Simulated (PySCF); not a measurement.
C2H6F2INSi, singlet, at a GFN2-xTB geometry (all electrons, no relativity), with bond 6-4 at 1.4 times its length; CASSCF(4,3)/STO-3G in PySCF.

The PySCF input:
```python
from pyscf import gto, scf, mcscf
import numpy

mol = gto.M(
    atom='''
C    -2.684840    1.115260   -0.148514
N    -1.908514    0.039942   -0.726151
C    -2.555899   -1.249142   -0.617459
Si   -0.231245    0.169093   -0.916146
F     0.111627    1.596871   -1.518340
F     0.437706   -1.296435   -2.446335
I     1.163827   -0.146292    1.057605
H    -2.829519    0.971742    0.927590
H    -3.664387    1.148244   -0.629064
H    -2.182255    2.064651   -0.313193
H    -2.692436   -1.541947    0.429036
H    -1.960253   -2.006191   -1.120585
H    -3.536378   -1.199067   -1.094619
''',
    basis='sto-3g',
    charge=0,
    spin=0,
    verbose=4,
)

mf = scf.RHF(mol)
mf.kernel()
mc = mcscf.CASSCF(mf, 3, 4)
mc.fix_spin_(ss=0.0)
mc.conv_tol = 1e-5
mc.kernel()
occ = numpy.linalg.eigvalsh(mc.fcisolver.make_rdm1(mc.ci, mc.ncas, mc.nelecas))[::-1]
ss = mc.fcisolver.spin_square(mc.ci, mc.ncas, mc.nelecas)[0]
print('natural occupations', occ.round(4), ' <S^2>', round(ss, 4))
```

The log (banner, timings and long lists left out):

```
PySCF version 2.14.0

[INPUT] verbose = 4
[INPUT] num. atoms = 13
[INPUT] num. electrons = 110
[INPUT] charge = 0
[INPUT] spin (= nelec alpha-beta = 2S) = 0
[INPUT] symmetry False subgroup None
[INPUT] Mole.unit = angstrom
[INPUT] Symbol           X                Y                Z      unit          X                Y                Z       unit  Magmom
[INPUT]  1 C     -2.684840000000   1.115260000000  -0.148514000000 AA   -5.073612288277   2.107535957682  -0.280650785664 Bohr   0.0
[INPUT]  2 N     -1.908514000000   0.039942000000  -0.726151000000 AA   -3.606568764898   0.075479440867  -1.372226515079 Bohr   0.0
[INPUT]  3 C     -2.555899000000  -1.249142000000  -0.617459000000 AA   -4.829949112050  -2.360536270691  -1.166828403148 Bohr   0.0
[INPUT]  4 Si    -0.231245000000   0.169093000000  -0.916146000000 AA   -0.436989717675   0.319539459581  -1.731265030116 Bohr   0.0
[INPUT]  5 F      0.111627000000   1.596871000000  -1.518340000000 AA    0.210944458107   3.017648846260  -2.869246763972 Bohr   0.0
[INPUT]  6 F      0.437706000000  -1.296435000000  -2.446335000000 AA    0.827144463079  -2.449907088301  -4.622903158938 Bohr   0.0
[INPUT]  7 I      1.163827000000  -0.146292000000   1.057605000000 AA    2.199314286374  -0.276451814215   1.998583797971 Bohr   0.0
[INPUT]  8 H     -2.829519000000   0.971742000000   0.927590000000 AA   -5.347015974253   1.836326243737   1.752891055885 Bohr   0.0
[INPUT]  9 H     -3.664387000000   1.148244000000  -0.629064000000 AA   -6.924687844417   2.169866684175  -1.188758674823 Bohr   0.0
[INPUT] 10 H     -2.182255000000   2.064651000000  -0.313193000000 AA   -4.123864283963   3.901624932809  -0.591848994131 Bohr   0.0
[INPUT] 11 H     -2.692436000000  -1.541947000000   0.429036000000 AA   -5.087966647919  -2.913857528595   0.810760537579 Bohr   0.0
[INPUT] 12 H     -1.960253000000  -2.006191000000  -1.120585000000 AA   -3.704341304857  -3.791151543567  -2.117598749296 Bohr   0.0
[INPUT] 13 H     -3.536378000000  -1.199067000000  -1.094619000000 AA   -6.682785892937  -2.265908235004  -2.068530120745 Bohr   0.0

nuclear repulsion = 784.785101406059
number of shells = 37
number of NR pGTOs = 201
number of NR cGTOs = 67
basis = sto-3g
ecp = {}

******** <class 'pyscf.scf.hf.RHF'> ********
method = RHF
initial guess = minao
damping factor = 0
level_shift factor = 0
DIIS = <class 'pyscf.scf.diis.CDIIS'>
diis_start_cycle = 1
diis_space = 8
diis_damp = 0
SCF conv_tol = 1e-09
SCF conv_tol_grad = None
SCF max_cycles = 50
direct_scf = True
direct_scf_tol = 1e-13
Set gradient conv threshold to 3.16228e-05
Initial guess from minao.
init E= -7442.58708261097
  HOMO = -0.366907384811127  LUMO = -0.238627608982357  gap/eV = 3.49067
cycle= 1 E= -7464.150600319  delta_E= -21.6  |g|= 0.582  |ddm|= 4.32
  HOMO = -0.102012732066496  LUMO = 0.160982276277243  gap/eV = 7.15646
cycle= 2 E= -7464.36897126999  delta_E= -0.218  |g|= 0.279  |ddm|= 1.86
  HOMO = -0.260174085251561  LUMO = 0.185885910185692  gap/eV = 12.13791
cycle= 3 E= -7464.40307562481  delta_E= -0.0341  |g|= 0.0521  |ddm|= 0.547
  HOMO = -0.274121412302269  LUMO = 0.198418748974219  gap/eV = 12.85847
cycle= 4 E= -7464.40534233527  delta_E= -0.00227  |g|= 0.0155  |ddm|= 0.166
  HOMO = -0.276584712619753  LUMO = 0.193469701046659  gap/eV = 12.79083
cycle= 5 E= -7464.40550198391  delta_E= -0.00016  |g|= 0.00377  |ddm|= 0.043
  HOMO = -0.27646938361107  LUMO = 0.192055895955733  gap/eV = 12.74922
cycle= 6 E= -7464.40551502339  delta_E= -1.3e-05  |g|= 0.00122  |ddm|= 0.0134
  HOMO = -0.276520216914186  LUMO = 0.192405250665429  gap/eV = 12.76011
cycle= 7 E= -7464.40551640573  delta_E= -1.38e-06  |g|= 0.000455  |ddm|= 0.00397
  HOMO = -0.276596300344312  LUMO = 0.192436314457838  gap/eV = 12.76303
cycle= 8 E= -7464.4055167139  delta_E= -3.08e-07  |g|= 0.000219  |ddm|= 0.0019
  HOMO = -0.276580689162032  LUMO = 0.192394151231635  gap/eV = 12.76146
cycle= 9 E= -7464.40551681748  delta_E= -1.04e-07  |g|= 0.000105  |ddm|= 0.00118
  HOMO = -0.276583606837642  LUMO = 0.192409800586717  gap/eV = 12.76196
cycle= 10 E= -7464.4055168468  delta_E= -2.93e-08  |g|= 3.02e-05  |ddm|= 0.000816
  HOMO = -0.27658652010057  LUMO = 0.192405192122195  gap/eV = 12.76191
cycle= 11 E= -7464.40551684888  delta_E= -2.08e-09  |g|= 5.97e-06  |ddm|= 0.000235
  HOMO = -0.276586602901666  LUMO = 0.192405515099397  gap/eV = 12.76193
cycle= 12 E= -7464.40551684888  delta_E=    0  |g|= 1.51e-06  |ddm|= 2.95e-05
  HOMO = -0.276586667807124  LUMO = 0.192405606829943  gap/eV = 12.76193
Extra cycle  E= -7464.4055168489  delta_E= -2.36e-11  |g|= 6.87e-07  |ddm|= 3.55e-06
converged SCF energy = -7464.4055168489

******** <class 'pyscf.mcscf.mc1step.CASSCF'> ********
CAS (2e+2e, 3o), ncore = 53, nvir = 11
max_cycle_macro = 50
max_cycle_micro = 4
conv_tol = 1e-05
conv_tol_grad = None
orbital rotation max_stepsize = 0.02
orbital rotation threshold for CI restart = 0.01
augmented hessian ah_max_cycle = 30
augmented hessian ah_conv_tol = 1e-12
augmented hessian ah_linear dependence = 1e-14
augmented hessian ah_level shift = 1e-08
augmented hessian ah_start_tol = 2.5
augmented hessian ah_start_cycle = 3
augmented hessian ah_grad_trust_region = 3
kf_trust_region = 3
kf_interval = 4
ci_response_space = 4
ci_grad_trust_region = 3
with_dep4 0
natorb = False
canonicalization = True
sorting_mo_energy = False
ao2mo_level = 2
internal_rotation = False
******** <class 'pyscf.fci.addons.SpinPenaltyFCISolver'> ********
max. cycles = 50
conv_tol = 1e-08
davidson only = True
linear dependence = 1e-12
level shift = 0.001
max iter space = 12
nroots = 1
pspace_size = 400
spin = None
CASCI E = -7464.41516259242  S^2 = 0.0000000
Set conv_tol_grad to 0.00316228
macro iter   1 ( 21 JK    4 micro), CASSCF E = -7464.44956470633  dE = -3.44021139e-02  S^2 = 0.0000000
               |grad[o]|=0.0346  |grad[c]|=0.0264  |ddm|=0.138  |maxRot[o]|=0.311
macro iter   2 ( 21 JK    4 micro), CASSCF E = -7464.47343856318  dE = -2.38738568e-02  S^2 = 0.0000000
               |grad[o]|=0.0568  |grad[c]|=0.0345  |ddm|=0.0799  |maxRot[o]|=0.231
macro iter   3 ( 21 JK    4 micro), CASSCF E = -7464.47741690602  dE = -3.97834284e-03  S^2 = 0.0000000
               |grad[o]|=0.0283  |grad[c]|=0.00801  |ddm|=0.0122  |maxRot[o]|=0.103
macro iter   4 ( 19 JK    4 micro), CASSCF E = -7464.47798780635  dE = -5.70900334e-04  S^2 = 0.0000000
               |grad[o]|=0.0109  |grad[c]|=0.0119  |ddm|=0.00244  |maxRot[o]|=0.177
macro iter   5 ( 21 JK    4 micro), CASSCF E = -7464.47801935946  dE = -3.15531097e-05  S^2 = 0.0000000
               |grad[o]|=0.00329  |grad[c]|=0.007  |ddm|=0.000457  |maxRot[o]|=0.146
macro iter   6 (  7 JK    2 micro), CASSCF E = -7464.47802617887  dE = -6.81940674e-06  S^2 = 0.0000000
               |grad[o]|=0.00275  |grad[c]|=0.00256  |ddm|=0.000471  |maxRot[o]|=0.0612
macro iter   7 ( 21 JK    4 micro), CASSCF E = -7464.47803272291  dE = -6.54403902e-06  S^2 = 0.0000000
               |grad[o]|=0.00233  |grad[c]|=0.000713  |ddm|=6.32e-05  |maxRot[o]|=0.0958
macro iter   8 ( 25 JK    4 micro), CASSCF E = -7464.47803664099  dE = -3.91808135e-06  S^2 = 0.0000000
               |grad[o]|=0.00221  |grad[c]|=0.000274  |ddm|=2.91e-05  |maxRot[o]|=0.036
macro iter   9 ( 29 JK    4 micro), CASSCF E = -7464.47803838764  dE = -1.74664729e-06  S^2 = 0.0000000
               |grad[o]|=0.00218  |grad[c]|=0.000113  |ddm|=7.58e-06  |maxRot[o]|=0.013
macro iter  10 (  9 JK    1 micro), CASSCF E = -7464.47803855125  dE = -1.63618097e-07  S^2 = 0.0000000
               |grad[o]|=0.00218  |grad[c]|=4.12e-05  |ddm|=3.61e-06  |maxRot[o]|=0.00113
1-step CASSCF converged in  10 macro (194 JK  35 micro) steps
CASSCF canonicalization
Density matrix diagonal elements [1.99989968 1.77469758 0.22540275]
CASSCF energy = -7464.47803855125
CASCI E = -7464.47803855125  E(CI) = -5.71223318710781  S^2 = 0.0000000
natural occupations [2.     1.7773 0.2227]  <S^2> 0.0
```
